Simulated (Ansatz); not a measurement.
Isolated molecules relaxed with PBE0-D4/def2-TZVP in Ansatz; ΔE leaves out vibrations. CCSD(T)/CBS is the MP2 limit (def2-TZVPP, def2-QZVPP) plus CCSD(T) − MP2 in def2-TZVPP, frozen cores. This one scheme is used for every species. DFT in def2-TZVPP. For Br outer-core shells are correlated without core-valence functions, which leaves a few kJ/mol of doubt a bond. Scalar relativity is left out up to krypton. Each species was taken in one conformer, which may not be the lowest.

Consider the ligand exchange at a B–C bond: `OCB(F)Br` + `C=N` → `C=NB(F)Br` + CH₃OH.

`OCB(F)Br`:

Z-matrix (Å, degrees):
```
C
B 1 1.560
O 1 1.404 2 118.1
H 1 1.102 2 106.7 3 124.3
H 1 1.102 2 106.7 3 -124.3
Br 2 1.924 1 121.4 3 -0.1
F 2 1.313 1 120.7 3 179.9
H 3 0.963 1 108.7 2 0.2
```

`C=N`:

Z-matrix (Å, degrees):
```
C
N 1 1.261
H 1 1.096 2 124.9
H 1 1.092 2 118.8 3 -180.0
H 2 1.021 1 111.0 3 -0.0
```

`C=NB(F)Br`:

```xyz
7

C    -0.142    1.019    0.861
N    -0.336    0.136    0.009
B     0.001   -0.993   -0.703
F    -0.447   -2.191   -0.356
Br    1.042   -0.833   -2.317
H    -0.859    1.834    0.998
H     0.742    1.029    1.509
```

CH₃OH:

```xyz
6

C    -0.007    0.310    0.176
O    -0.042   -1.089    0.011
H    -0.117    0.508    1.242
H    -0.827    0.813   -0.350
H     0.943    0.746   -0.156
H     0.051   -1.288   -0.923
```

Problem. Is it downhill or uphill in electronic energy at CCSD(T)/CBS, and by how much? (An estimate is asked.)

Solution. The calculation gave: Downhill: ΔE = -66.3 kJ/mol.

Problem. What do these levels give: PBE0-D4, r2SCAN, CCSD(T)/def2-TZVPP, MP2/def2-QZVPP, MP2/CBS(def2), CCSD/CBS(def2)? (Estimate.)

Solution. The calculation gave: PBE0-D4 -70.9, r2SCAN -72.9, CCSD(T)/def2-TZVPP -65.7, MP2/def2-QZVPP -70.8, MP2/CBS(def2) -70.8, CCSD/CBS(def2) -67.4 kJ/mol.

Largest T1 diagnostic among the species: 0.012.

In def2-TZVPP, CCSD(T) changes the Hartree–Fock value by +12.1 kJ/mol (the triples alone add +1.1 kJ/mol) and MP2 by +7.6 kJ/mol.
